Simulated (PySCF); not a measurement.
Match the calculated data to a structure.

All candidates are C8H9F.

| technique | computed result |
| --- | --- |
| NMR, other nuclei | isotropic shieldings of nuclei other than C and H, by class: 287 (1 F) ppm [GIAO PBE0/pcSseg-1] |
| UV, strongest line | among the 6 lowest singlet transitions: S5 at 7.01 eV (177 nm, f = 0.548) [TDDFT PBE0/def2-SVPD] |
| 13C NMR | chemical shifts (computed TMS as zero) by class: 173.3 (1 C), 154.2 (1 C), 135.9 (1 C), 128.3 (1 C), 120.5 (1 C), 118.2 (1 C), 35.1 (1 C), 22.3 (1 C) ppm [GIAO PBE0/pcSseg-1] |
| 1H NMR | chemical shifts (computed TMS as zero) by class: 7.58 (1 H), 7.20 (1 H), 7.18 (1 H), 7.17 (1 H), 2.65 (2 H), 1.22 (3 H) ppm [GIAO PBE0/pcSseg-1] |
| Polarisability | 91.6 au [PBE0/def2-SVPD] |
| Triplet | lowest triplet excitation (Tamm–Dancoff): 4.12 eV [TDA PBE0/def2-SVPD] |
| Rotational structure | rotational constants A, B, C: 2.961, 1.151, 0.890 GHz [GFN2-xTB] |

Gas-phase values; electronic properties from PySCF, density fitting. Levels stand in brackets. The structure is a single GFN2-xTB conformer in the gas phase; no vibrational or solvent corrections. Each NMR value is the plain mean over a class of atoms that symmetry, rotation or inversion makes alike.

**Question.** Which candidate is it?
A. `C=CC(=C)C1=C[C@H](F)C1`
B. `CCc1cccc(F)c1`
C. `C#CC/C(=C/F)CC=C`
D. `C#C[C@@H]1C(F)=C[C@@H]1CC`

**Answer.** B. It is `CCc1cccc(F)c1`. Numbering: `[CH3:1][CH2:2][c:3]1[cH:4][cH:5][cH:6][c:7]([F:8])[cH:9]1`. Its formula, C8H9F, gives 4 degrees of unsaturation: 1 ring and 3 π bonds in the structure found (Kekulé form). 8 carbons fall into 8 classes; from least to most shielded: aromatic C–F carbon [C7] (173.3 ppm), substituted aromatic carbon [C3] (154.2 ppm), aromatic CH carbon [C5] (135.9 ppm), aromatic CH carbon [C4] (128.3 ppm), aromatic CH carbon [C9] (120.5 ppm), aromatic CH carbon [C6] (118.2 ppm), benzylic-type carbon [C2] (35.1 ppm), methyl carbon [C1] (22.3 ppm). Hydrogen classes from least to most shielded: 1 H on an aromatic CH carbon, C5 (7.58 ppm), 1 H on an aromatic CH carbon, C4 (7.20 ppm), 1 H on an aromatic CH carbon, C6 (7.18 ppm), 1 H on an aromatic CH carbon, C9 (7.17 ppm), 2 H on a benzylic-type carbon, C2 (2.65 ppm), 3 H on a methyl carbon, C1 (1.22 ppm). The other shieldings belong to: 287 ppm, aryl fluorine [F8]. The optimised geometry has point group C1 and is an asymmetric top.

The others, at the same levels:
- `C#CC/C(=C/F)CC=C` fails: its computed 13C shifts are 154.5 (1 C), 145.6 (1 C), 125.5 (1 C), 124.2 (1 C), 87.0 (1 C), 75.4 (1 C), 35.8 (1 C), 20.6 (1 C) ppm, 1H shifts are 6.88 (1 H), 5.87 (1 H), 5.56 (1 H), 5.42 (1 H), 3.31 (2 H), 2.85 (2 H), 1.40 (1 H) ppm and rotational constant A is 1.535 GHz (against 2.961 GHz).
- `C=CC(=C)C1=C[C@H](F)C1` fails: its computed 13C shifts are 153.9 (1 C), 147.7 (1 C), 143.6 (1 C), 140.7 (1 C), 126.1 (1 C), 125.9 (1 C), 86.3 (1 C), 40.5 (1 C) ppm, 1H shifts are 6.75 (1 H), 6.50 (1 H), 5.93 (1 H), 5.68 (1 H), 5.58 (1 H), 5.57 (1 H), 5.49 (1 H), 2.88 (1 H), 2.85 (1 H) ppm and rotational constant A is 3.229 GHz (against 2.961 GHz).
- `C#C[C@@H]1C(F)=C[C@@H]1CC` fails: its computed 13C shifts are 164.3 (1 C), 117.5 (1 C), 84.6 (1 C), 80.8 (1 C), 42.7 (1 C), 38.5 (1 C), 30.3 (1 C), 14.0 (1 C) ppm, 1H shifts are 5.17 (1 H), 3.95 (1 H), 2.18 (1 H), 1.83 (1 H), 1.71 (1 H), 1.38 (1 H), 1.08 (3 H) ppm and rotational constant A is 2.131 GHz (against 2.961 GHz).

Each candidate is one conformer, not necessarily the lowest. The conformers computed, where there is a choice (atom-mapped SMILES and torsion angles):
- `[CH3:1][CH2:2][c:3]1[cH:4][cH:5][cH:6][c:7]([F:8])[cH:9]1`: C1–C2–C3–C4 89°
- `[CH:1]#[C:2][CH2:3]/[C:4](=[CH:5]/[F:6])[CH2:7][CH:8]=[CH2:9]`: C2–C3–C4–C5 -108°, C3–C4–C7–C8 73°, C4–C7–C8–C9 -118°
- `[CH2:1]=[CH:2][C:3](=[CH2:4])[C:5]1=[CH:6][C@H:7]([F:8])[CH2:9]1`: C1–C2–C3–C4 156°, C2–C3–C5–C6 -19°
- `[CH:1]#[C:2][C@@H:3]1[C:4]([F:5])=[CH:6][C@@H:7]1[CH2:8][CH3:9]`: C6–C7–C8–C9 75°
